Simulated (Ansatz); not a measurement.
Consider the ligand exchange at a B–O bond: `NBOC[SiH2]F` + H₂S → `NBS` + `OC[SiH2]F`.

Program: Ansatz. Geometries: PBE0-D4/def2-TZVP. ΔE: electronic, gas phase. CBS: MP2 limit from def2 TZ/QZ plus the TZ coupled-cluster correction, frozen cores. This one scheme is used for every species. Each species was taken in one conformer, which may not be the lowest.

`NBOC[SiH2]F`:

Cartesian coordinates in Å:
```
N 0.515 -1.285 -1.958
B 0.111 -1.680 -0.678
O -0.138 -0.793 0.335
C 0.002 0.604 0.133
Si -0.459 1.403 1.768
F -0.325 2.994 1.607
H 0.658 -0.333 -2.245
H 0.691 -1.957 -2.683
H -0.033 -2.840 -0.422
H 1.031 0.866 -0.150
H -0.657 0.960 -0.670
H -1.863 1.091 2.122
H 0.467 0.969 2.841
```

H₂S:

Cartesian coordinates in Å:
```
S 0.355 -0.496 0.108
H 0.402 0.784 0.505
H -0.757 -0.288 -0.612
```

`NBS`:

Z-matrix (Å, degrees):
```
N
B 1 1.391
H 1 1.004 2 121.9
H 1 1.006 2 124.2 3 -180.0
S 2 1.816 1 120.0 3 180.0
H 2 1.194 1 119.9 3 -0.0
H 5 1.339 2 96.3 1 -180.0
```

`OC[SiH2]F`:

```xyz
9

O     0.243   -1.724   -0.051
C     0.341   -0.492    0.652
Si   -0.480    0.905   -0.294
F     0.199    0.917   -1.752
H     0.651   -1.615   -0.914
H     1.384   -0.245    0.895
H    -0.169   -0.636    1.610
H    -0.240    2.227    0.340
H    -1.929    0.662   -0.486
```

| species | CCSD/def2-TZVPP energy (Eh) |
| --- | --- |
| `NBOC[SiH2]F` | -585.73302 |
| H₂S | -398.92311 |
| `NBS` | -479.64466 |
| `OC[SiH2]F` | -504.99005 |

Q: Work out ΔE.

A: ΔE = (-479.64466) + (-504.99005) − (-585.73302) − (-398.92311) = 0.02142 Eh = +13.4 kcal/mol. CCSD(T)/CBS gives +12.6 kcal/mol.

Largest T1 diagnostic among the species: 0.012.

From PBE to PBE0 (25 % exact exchange), in def2-TZVPP and without D4, ΔE moves by +0.8 kcal/mol. In def2-TZVPP, CCSD(T) changes the Hartree–Fock value by −2.0 kcal/mol (the triples alone add −0.4 kcal/mol) and MP2 by −2.7 kcal/mol.
